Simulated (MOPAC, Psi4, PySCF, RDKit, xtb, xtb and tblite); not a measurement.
Two geometries of SMILES O([SiH2][SiH2]C(C)C)C (C4H14OSi2), relaxed at GFN2-xTB with one dihedral held; other torsions can differ between them too.

Structure A

```
21

C      4.0389     0.3852     0.1323
O      2.6861     0.6100     0.3752
Si     1.4137     0.0746    -0.4904
Si    -0.3814     0.8891     0.6892
C     -0.0459     2.5319     1.6204
C      0.5061     3.5899     0.6689
C      0.9182     2.3188     2.7842
H      4.6147     0.8849     0.9128
H      4.3304     0.7855    -0.8417
H      4.2630    -0.6839     0.1486
H      1.4866    -1.3924    -0.6123
H      1.5532     0.5386    -1.8836
H     -0.9222    -0.0615     1.6757
H     -1.4884     1.1403    -0.2495
H     -0.9909     2.9080     2.0296
H      1.4609     3.2678     0.2571
H     -0.1813     3.7676    -0.1561
H      0.6641     4.5347     1.1895
H      1.8734     1.9473     2.4207
H      0.5169     1.5971     3.4930
H      1.0960     3.2542     3.3155
```

Structure B

```
21

C      3.9261     0.4970     0.1830
O      2.5578     0.6613     0.3799
Si     1.3415     0.0695    -0.5211
Si    -0.4501     0.8278     0.7012
C     -1.9373     1.1339    -0.4650
C     -2.2945    -0.1339    -1.2350
C     -1.6689     2.2808    -1.4342
H      4.4519     1.0193     0.9831
H      4.2329     0.9124    -0.7800
H      4.1970    -0.5613     0.2055
H      1.4809    -1.3938    -0.6530
H      1.4944     0.5362    -1.9145
H     -0.2433     2.0765     1.4560
H     -0.9117    -0.1522     1.7031
H     -2.8048     1.4084     0.1435
H     -1.4637    -0.4452    -1.8668
H     -2.5256    -0.9478    -0.5511
H     -3.1629     0.0301    -1.8729
H     -0.8197     2.0500    -2.0752
H     -1.4511     3.1995    -0.8939
H     -2.5340     2.4599    -2.0727
```

### Question
Which is lower in energy at the level B3LYP-D3(BJ)/def2-SVP // GFN2-xTB (Psi4), and by how much?

### Answer
A is lower, by 13.36 kJ/mol (dihedral O2–Si3–Si4–C5: 30° in A, 150° in B).

E(B) − E(A) in kJ/mol at the other levels, on the same two geometries: GFN2-xTB (xtb and tblite) -2.76; MMFF94 // GFN2-xTB (RDKit) 8.17; B3LYP/def2-SVP // GFN2-xTB (Psi4) 11.84; PBE/def2-SVP // GFN2-xTB (Psi4) 11.50; PBE-D3(BJ)/def2-SVP // GFN2-xTB (Psi4) 12.65; UFF // GFN2-xTB (RDKit) 8.59; PM7, restricted, heats of formation // GFN2-xTB (MOPAC) 10.44; PM6, restricted, heats of formation // GFN2-xTB (MOPAC) 6.25; GFN1-xTB // GFN2-xTB (xtb) 2.17; restricted B3LYP/6-31G*, spherical d, density fitting // GFN2-xTB (PySCF) 9.08; restricted BP86/6-31G*, spherical d, density fitting // GFN2-xTB (PySCF) 8.09; restricted B3LYP/LANL2DZ, with its core potentials past Ne // GFN2-xTB (PySCF) 10.44; restricted Hartree-Fock/STO-3G // GFN2-xTB (PySCF) 9.83.
